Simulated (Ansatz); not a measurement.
Input file for C$_{6}$H$_{18}$MoN$_{4}$ (`C[N]=[Mo](=[N]C)([N](C)C)[N](C)C`):

```yaml
crystal:
  periodic: [false, false, false]
  atoms:
    - {symbol: C, position_ang: [-0.837845, -0.348757, -3.184880]}
    - {symbol: N, position_ang: [-0.361237, -0.104048, -1.870902]}
    - {symbol: Mo, position_ang: [-0.202799, -0.143687, -0.137423]}
    - {symbol: N, position_ang: [-1.380356, -1.137414, 0.673455]}
    - {symbol: C, position_ang: [-2.473105, -2.012752, 0.904086]}
    - {symbol: N, position_ang: [-0.432408, 1.696579, 0.519676]}
    - {symbol: C, position_ang: [-0.108864, 2.876950, -0.247351]}
    - {symbol: C, position_ang: [-0.955119, 2.035331, 1.822807]}
    - {symbol: N, position_ang: [1.575112, -0.878979, 0.274397]}
    - {symbol: C, position_ang: [2.720979, -0.773030, -0.598473]}
    - {symbol: C, position_ang: [1.892562, -1.601419, 1.484198]}
    - {symbol: H, position_ang: [-1.134632, 0.589919, -3.667915]}
    - {symbol: H, position_ang: [-1.703296, -1.020887, -3.190477]}
    - {symbol: H, position_ang: [-0.052333, -0.802880, -3.800721]}
    - {symbol: H, position_ang: [-2.970352, -2.305007, -0.027609]}
    - {symbol: H, position_ang: [-2.135270, -2.925793, 1.408709]}
    - {symbol: H, position_ang: [-3.218925, -1.535043, 1.550596]}
    - {symbol: H, position_ang: [-0.987173, 3.531861, -0.350986]}
    - {symbol: H, position_ang: [0.682493, 3.465267, 0.239881]}
    - {symbol: H, position_ang: [0.235619, 2.607542, -1.245776]}
    - {symbol: H, position_ang: [-0.210213, 2.577973, 2.423174]}
    - {symbol: H, position_ang: [-1.242207, 1.137489, 2.370003]}
    - {symbol: H, position_ang: [-1.840144, 2.683540, 1.735316]}
    - {symbol: H, position_ang: [2.453989, -0.271191, -1.528438]}
    - {symbol: H, position_ang: [3.533362, -0.203431, -0.123730]}
    - {symbol: H, position_ang: [3.120253, -1.768212, -0.846034]}
    - {symbol: H, position_ang: [2.285622, -2.602929, 1.252792]}
    - {symbol: H, position_ang: [1.007094, -1.718338, 2.109007]}
    - {symbol: H, position_ang: [2.659294, -1.076852, 2.073022]}
basis:
  gaussian: {orbitals: def2-SVP}
correlation: {method: ccsd_t}
```

```sh
$ ansatz run in.yaml --threads 11 --pin off --events-out ev --progress --plain --max-ram 174080MiB --backend cuda --devices 0, --max-vram 75GiB
```

Log, shortened:

```
Functional definition: HF
2707 factors; integrals over basis functions are off by at most 1.4e-3 eV
mean field evaluation 1: about -14211.4951 eV, gradient 6.1e1 eV
mean field evaluation 2: about -14211.9907 eV, gradient 6.1e1 eV
mean field evaluation 4: about -14220.4293 eV, gradient 1.6e1 eV
mean field evaluation 8: about -14221.0443 eV, gradient 9.7e-1 eV
mean field evaluation 16: about -14221.0483 eV, gradient 2.2e-6 eV
mean field -14221.04834253 eV, -522.6138872151 hartree, gradient 2.2e-6 eV, S^2 0.000000; 0 other end points of the search recorded, 0 dependent functions left out; unrestricted orbitals would lower it
10 core orbitals not correlated: weight in the atoms' cores, before any rotation towards them, 1.000 or more for the frozen orbitals, at most 0.000 for the correlated occupied ones
reference -14221.04834253 eV, -522.6138872151 hartree; 38, 38 occupied and 213, 213 virtual orbitals, 2707 factors
second order -55.24392665 eV of doubles, -0.00000000 eV of singles
cycle   1  -52.70955722 eV  change     2.5e0 eV  update   3.3e-1
cycle   2  -55.02005734 eV  change    -2.3e0 eV  update   2.2e-1
cycle   3  -55.77233528 eV  change   -7.5e-1 eV  update   4.7e-2
cycle   4  -55.84393925 eV  change   -7.2e-2 eV  update   2.0e-2
cycle   5  -55.83461042 eV  change    9.3e-3 eV  update   5.7e-3
cycle   6  -55.83786634 eV  change   -3.3e-3 eV  update   3.1e-3
cycle   7  -55.83545114 eV  change    2.4e-3 eV  update   1.2e-3
cycle   8  -55.83450579 eV  change    9.5e-4 eV  update   6.4e-4
cycle   9  -55.83485204 eV  change   -3.5e-4 eV  update   2.1e-4
cycle  10  -55.83508455 eV  change   -2.3e-4 eV  update   1.1e-4
cycle  11  -55.83485107 eV  change    2.3e-4 eV  update   4.5e-5
cycle  12  -55.83481837 eV  change    3.3e-5 eV  update   2.2e-5
perturbative correction -2.56553939 eV, -0.0942818337 hartree
Total energy: -14279.44870029 eV, -524.7600607779 hartree
```

It took 9 s on 11 threads of an AMD EPYC 7R13 on a shared host and a whole NVIDIA H100 80 GB, with 1.6 GiB of host memory at the peak.

The correlation energy is -58.400 eV, 4.4 % of it from (T); the T1 diagnostic reads 0.0174.
